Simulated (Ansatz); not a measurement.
Cost and result for the atomization energy of C$_{2}$H$_{6}$FNSi (`C=N[SiH2]CF`) (11 atoms, 10 bonds).

```
atom   x (Å)   y (Å)   z (Å)
  C1   0.231   0.322   2.153
  N2   0.795   0.047   1.063
 Si3   0.237   0.605  -0.487
  C4  -0.278  -0.902  -1.502
  F5  -1.412  -1.491  -0.949
  H6   0.620  -0.083   3.095
  H7  -0.659   0.965   2.245
  H8   1.372   1.265  -1.182
  H9  -0.917   1.546  -0.373
 H10  -0.508  -0.621  -2.536
 H11   0.520  -1.651  -1.525
```

Total charge 0; spin multiplicity 1. The geometry is a stationary point of PBE0-D4/def2-TZVP. It is one conformer, not always the lowest. Program: Ansatz. All runs use 4 threads of an Arm Neoverse V2 on a shared host. Times are those of one run each, without the atoms' runs, and a repeat can differ threefold. Electronic energies, without spin–orbit coupling; frozen cores. CCSD(T)/CBS adds CCSD(T) − MP2 in def2-TZVPP to the MP2 limit, and its time is that of the two runs behind it. T1 = 0.012.

CCSD(T)/CBS is a level of theory with its own doubt, some kJ/mol a heavy atom from the limit and from the frozen cores, so smaller differences don't rank the functionals.

```
                             level  functions  wall time  atomization (kJ/mol)  difference from CCSD(T)/CBS  per bond
                BLYP-D4/def2-TZVPP        250      1.9 s                4047.2                         24.8       2.5
                PBE0-D4/def2-TZVPP        250      2.4 s                4023.7                          1.3       0.1
           CAM-B3LYP-D4/def2-TZVPP        250        3 s                4054.2                         31.8       3.2
r2SCAN-D4/def2-TZVPP (with forces)        250      4.3 s                4020.6                         -1.8      -0.2
             r2SCANh-D4/def2-TZVPP        250      4.5 s                3990.3                        -32.1      -3.2
                  CCSD(T)/def2-SVP        104      4.7 s                3776.0                       -246.4     -24.6
                 B2PLYP/def2-TZVPP        250        5 s                3988.3                        -34.1      -3.4
                ωB97X-V/def2-TZVPP        250        7 s                4044.7                         22.3       2.2
                 B97M-V/def2-TZVPP        250      8.5 s                4028.3                          5.9       0.6
  ωB97M-V/def2-TZVPP (with forces)        250       10 s                4040.7                         18.3       1.8
                    MP2/def2-QZVPP        478       21 s                4035.6                         13.2       1.3
                CCSD(T)/def2-TZVPP        250    2.5 min                3908.8                       -113.6     -11.4
                 CCSD(T)/CBS(def2)          –    2.8 min                4022.4                          0.0       0.0
```

Leaving LDA and LC-ωPBE aside and taking each functional with its dispersion term where it has one, the values, not all of them listed here, spread over 208.7 kJ/mol, from BHLYP-D4 to PBE-D4. LDA lies +522.5 kJ/mol from PBE without D4, its usual overbinding. From r2SCAN to r2SCAN0 (25 % exact exchange), in def2-TZVPP and without D4, the atomization energy moves by −74.3 kJ/mol: exact exchange takes away binding that semilocal exchange gives to molecules. In def2-TZVPP, CCSD(T) changes the Hartree–Fock value by +1038.4 kJ/mol (the triples alone add +62.9 kJ/mol) and MP2 by +1097.4 kJ/mol; breaking electron pairs costs correlation energy, which Hartree–Fock lacks.
